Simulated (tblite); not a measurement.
C3H11ClOSi3.
Geometry (GFN2-xTB, Å), atoms numbered from 1 in this order:
```xyz
19
C3H11ClOSi3 angstrom
Si     2.7883    0.1750    0.5894
C      1.3453   -0.5779   -0.3899
C     -0.0310   -0.2982    0.2156
C     -1.1385   -1.1245   -0.4765
Si    -2.8061   -0.2569   -0.1591
O     -2.2331    1.2665    0.0974
Si    -0.6248    1.5215    0.1846
Cl    -0.0343    2.5092   -1.4516
H      2.6593    1.6319    0.6530
H      4.0461   -0.1903   -0.0658
H      2.7712   -0.3708    1.9508
H      1.3681   -0.2079   -1.4178
H      1.4889   -1.6613   -0.4517
H     -0.0037   -0.6072    1.2675
H     -0.9431   -1.1338   -1.5526
H     -1.1016   -2.1643   -0.1503
H     -3.4619   -0.6543    1.0820
H     -3.6851   -0.1603   -1.3160
H     -0.4138    2.3129    1.3834
```

Level: GFN2-xTB in tblite, geometry and Hessian alike; calculated harmonic values, unscaled, isolated species. Against measured fundamentals such values can be off by several per cent, at times by over 20. Modes of hydrogen on silicon can be 10 to 20 % off. One conformer, not necessarily the lowest.

Harmonic wavenumbers (cm⁻¹): 49.0, 72.7, 91.0, 96.2, 129.0, 162.4, 204.4, 276.7, 336.9, 371.7, 414.3, 477.0, 496.0, 510.1, 549.2, 580.4, 584.8, 639.4, 644.9, 681.7, 726.8, 763.1, 767.7, 776.8, 785.5, 792.1, 793.0, 815.9, 832.9, 931.2, 1020.7, 1074.8, 1087.9, 1116.0, 1208.3, 1272.0, 1285.1, 1316.7, 1484.7, 1488.6, 2239.2, 2258.6, 2261.9, 2293.8, 2321.1, 2348.3, 2902.9, 2935.4, 2946.6, 2966.2, 2984.1.

A = 1389, B = 736.2, C = 550.5 MHz; mass 181.981 u (most abundant isotopes); point group C1, symmetry number 1.

Zero-point energy?

½Σν̃ = 28083 cm⁻¹ = 80.29 kcal/mol.

Entropy at 400 K, 1 bar (ideal gas, RRHO, classical rotation)?

Translation 42.99, rotation 31.60, vibration 48.42: S = 123.0 cal/(mol K).

And Cp and H(400 K) − H(0)?

Cp = 56.85 cal/(mol K), of which vibrations give 48.91 (their classical limit is 51 R = 101.3); H(400 K) − H(0) = 13.30 kcal/mol without the zero-point energy, 10.12 from vibrations.

What must be added to the electronic energy to get the Gibbs energy at 400 K and 1 bar?

ZPE + [H(400 K) − H(0)] − T·S = 80.29 + 13.30 − 49.20 = 44.39 kcal/mol.

Which modes carry the vibrational entropy at 400 K?

49.0 cm⁻¹: 5.44; 72.7 cm⁻¹: 4.66; 91.0 cm⁻¹: 4.22; 96.2 cm⁻¹: 4.11; 129.0 cm⁻¹: 3.53; 162.4 cm⁻¹: 3.08 cal/(mol K); the other 45 give 23.38 together.

Blend soft modes into free rotors: weight 1/[1 + (100 cm⁻¹/ν̃)⁴] for the oscillator and the rest for a rotor with moment μB/(μ + B), μ = h/(8π²ν), B = 10⁻⁴⁴ kg m². What vibrational entropy results?

44.69 cal/(mol K) in place of 48.42, which changes −T·S at 400 K by +1.49 kcal/mol.

How do the functions run with temperature in this model?

```csv
T (K),S (cal/(mol K)),Cp (cal/(mol K)),H − H(0) (kcal/mol),G − H(0) (kcal/mol),ln q(vib)
150,83.5,26.8,2.60,-9.92,3.66
250,100.3,40.2,5.95,-19.12,6.83
298.15,107.9,46.2,8.03,-24.13,8.37
600,149.0,71.3,26.23,-63.18,17.83
900,180.7,84.4,49.77,-112.82,26.30
```

q(vib) and H(0) count from the zero-point level.

Hindered rotation and anharmonicity are outside this model. Other conformers, if any are populated, would add a mixing term that is left out. The structure is chiral; the term R ln 2 for an equal mix with its mirror image is left out.
